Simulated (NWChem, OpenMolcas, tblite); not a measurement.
SnNH4F (SMILES [NH2][SnH2][F]): the electronic atomisation energy, rung by rung

The species is SnNH4F (7 atoms), meant as a singlet with charge 0. SMILES: `[NH2][SnH2][F]`. The shape is that of a PBE0-D4/def2-TZVP optimisation. This is one conformer, not always the lowest.

Each level gives the electronic atomisation energy (eV). The values are calculated. Electronic energies at fixed atoms, without zero-point motion or spin-orbit coupling.

| level | kind | program | value (eV) | less CCSD(T)/def2-SVP |
| --- | --- | --- | --- | --- |
| GFN2-xTB | semi-empirical | tblite | 18.28 | -0.78 |
| GFN1-xTB | semi-empirical | tblite | 23.12 | +4.06 |
| HF/def2-SVP (core potential) | Hartree–Fock | OpenMolcas | 13.39 | -5.67 |
| SVWN5/def2-SVP (core potential) | LDA | NWChem | 23.84 | +4.78 |
| PBE/def2-SVP (core potential) | GGA | OpenMolcas | 20.69 | +1.63 |
| TPSS/def2-SVP (core potential) | meta-GGA | OpenMolcas | 20.73 | +1.67 |
| r2SCAN/def2-SVP (core potential) | meta-GGA | OpenMolcas | 20.30 | +1.24 |
| M06-2X/def2-SVP (core potential) | hybrid meta-GGA | OpenMolcas | 20.05 | +0.99 |
| MP2/def2-SVP (core potential) | perturbation theory | NWChem | 19.23 | +0.17 |
| CCSD(T)/def2-SVP (core potential) | coupled cluster or CI | NWChem | 19.06 | 0.00 |

CCSD(T)/def2-SVP (core potential) is the highest level here, not the true value. The values span 13.39 to 23.84 eV. In the correlated wave-function rows the outer d shell of Sn is correlated, in sets not made for it.
